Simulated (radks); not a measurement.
All-electron atom: Se VI in [Ar] 3d10 5s1 (not the ground configuration). Method: Dirac Kohn-Sham, PBE, spin-unpolarised, spherical densities, point nucleus; computed with a radial shooting solver on a logarithmic mesh with Libxc functionals.

Spin-orbit splittings of the eigenvalues, e(l+1/2) - e(l-1/2), with zeta = 2 splitting/(2l+1) and mean radii in bohr:

| shell | occ. | splitting (eV) | zeta (eV) | <r> j=l-1/2 | <r> j=l+1/2 |
|---|---|---|---|---|---|
| 2p | 6 | 41.79 | 27.86 | 0.1685 | 0.1723 |
| 3p | 6 | 5.912 | 3.942 | 0.5798 | 0.5900 |
| 3d | 10 | 0.9185 | 0.3674 | 0.6133 | 0.6171 |
| 4p | 0 | 0.8310 | 0.5540 | 1.661 | 1.682 |
| 4d | 0 | 0.1041 | 0.04163 | 2.138 | 2.144 |
| 4f | 0 | 0.002173 | 0.0006209 | 2.883 | 2.883 |
